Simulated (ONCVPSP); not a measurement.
# Reading a pseudo-wave (hydrogen (H))

Columns: radius, all-electron u(r) and pseudo u(r) of the 1s shell (level -12.68 eV) of hydrogen in the configuration 1s0.5; PBE, scalar-relativistic, ONCV scheme, ONCVPSP 4.0.1.

```
r (bohr)  all-electron  pseudo
   0.060        0.1219  0.0942
   0.120        0.2292  0.1866
   0.180        0.3231  0.2752
   0.240        0.4048  0.3588
   0.300        0.4752  0.4359
   0.360        0.5356  0.5059
   0.420        0.5867  0.5681
   0.480        0.6294  0.6221
   0.540        0.6647  0.6676
   0.600        0.6932  0.7046
   0.660        0.7156  0.7331
   0.720        0.7326  0.7533
   0.780        0.7447  0.7657
   0.840        0.7525  0.7713
   0.900        0.7565  0.7712
   0.960        0.7571  0.7669
   1.020        0.7546  0.7600
   1.080        0.7496  0.7516
   1.140        0.7423  0.7426
   1.200        0.7330  0.7330
   1.260        0.7220  0.7220
   1.320        0.7096  0.7096
   1.380        0.6960  0.6960
   1.440        0.6813  0.6813
   1.500        0.6658  0.6658
   1.560        0.6497  0.6497
```

Question: How many radial nodes do the two functions have?

Answer: The all-electron 1s function has n − l − 1 = 0; the pseudo-wave has 0.

Question: At about which radius was the pseudo-wave matched?

Answer: 1.20 bohr, where the columns begin to agree (steps of 0.06 bohr).

Question: Where does each function peak?

Answer: Outermost all-electron maximum near 0.96 bohr, pseudo maximum near 0.84 bohr (to the table’s step).

Question: Is the pseudo-wave norm-conserving?

Answer: Yes: the ONCV scheme keeps the norm inside the radius equal to the all-electron one, which fixes the energy derivative of the logarithmic derivative at the level.
